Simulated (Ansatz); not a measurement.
C₃H₇O (SMILES C[C](C)O), doublet, at a GFN2-xTB geometry; BCCD(T)/6-31G* run with Ansatz (an electronic-structure program).

The Ansatz input:
Ansatz 0.2 input:
```yaml
crystal:
  periodic: [false, false, false]
  atoms:
    - {symbol: C, position_ang: [1.30861165, -0.66808246, 0.05267166]}
    - {symbol: C, position_ang: [-0.00226890, -0.00591686, -0.17384347]}
    - {symbol: C, position_ang: [-1.27029302, -0.62710254, 0.29491680]}
    - {symbol: O, position_ang: [0.06023236, 1.37157344, -0.29096905]}
    - {symbol: H, position_ang: [1.53836213, -0.77241003, 1.12095110]}
    - {symbol: H, position_ang: [1.31221258, -1.66639962, -0.38308611]}
    - {symbol: H, position_ang: [2.09542902, -0.07348666, -0.40356032]}
    - {symbol: H, position_ang: [-2.13152788, -0.19910151, -0.22168556]}
    - {symbol: H, position_ang: [-1.42994138, -0.48737857, 1.37424529]}
    - {symbol: H, position_ang: [-1.24957241, -1.69737896, 0.10318956]}
    - {symbol: H, position_ang: [-0.83311926, 1.73017914, -0.30477162]}
basis:
  gaussian:
    orbitals: 6-31G*
magnetization: {spin_polarized: true, initial_magnetization: 1}
correlation: {method: bccd_t}
```

Problem. What does Ansatz print? Leave out banner, timings and long lists.

Solution. 
```
Functional definition: HF
784 factors; integrals over basis functions are off by at most 1.7e-3 eV
mean field evaluation 1: about -5235.1293 eV, gradient 2.3e1 eV
mean field evaluation 2: about -5235.1315 eV, gradient 2.3e1 eV
mean field evaluation 4: about -5237.8740 eV, gradient 3.2e0 eV
mean field evaluation 8: about -5237.9506 eV, gradient 1.9e-1 eV
mean field evaluation 16: about -5237.9374 eV, gradient 9.3e-1 eV
mean field -5237.95132114 eV, -192.4911606410 hartree, gradient 2.5e-6 eV, S^2 0.762298; 0 other end points of the search recorded, 0 dependent functions left out
4 core orbitals not correlated
reference -5237.95132114 eV, -192.4911606410 hartree; 13, 12 occupied and 57, 58 virtual orbitals, 784 factors
second order -14.95931755 eV of doubles, -0.00000000 eV of singles
cycle   1  -15.66861973 eV  change   -7.1e-1 eV  update   8.7e-2
cycle   2  -16.05910762 eV  change   -3.9e-1 eV  update   2.8e-2
cycle   3  -16.16404419 eV  change   -1.0e-1 eV  update   1.7e-2
cycle   4  -16.16446025 eV  change   -4.2e-4 eV  update   6.0e-3
cycle   5  -16.15935336 eV  change    5.1e-3 eV  update   2.9e-3
cycle   6  -16.15802229 eV  change    1.3e-3 eV  update   1.0e-3
cycle   7  -16.15767048 eV  change    3.5e-4 eV  update   3.2e-4
cycle   8  -16.15762333 eV  change    4.7e-5 eV  update   1.2e-4
cycle   9  -16.15764763 eV  change   -2.4e-5 eV  update   4.4e-5
cycle  10  -16.15763307 eV  change    1.5e-5 eV  update   1.7e-5
perturbative correction -0.44688041 eV, -0.0164225521 hartree
Total energy: -5254.55583462 eV, -193.1013652563 hartree
```
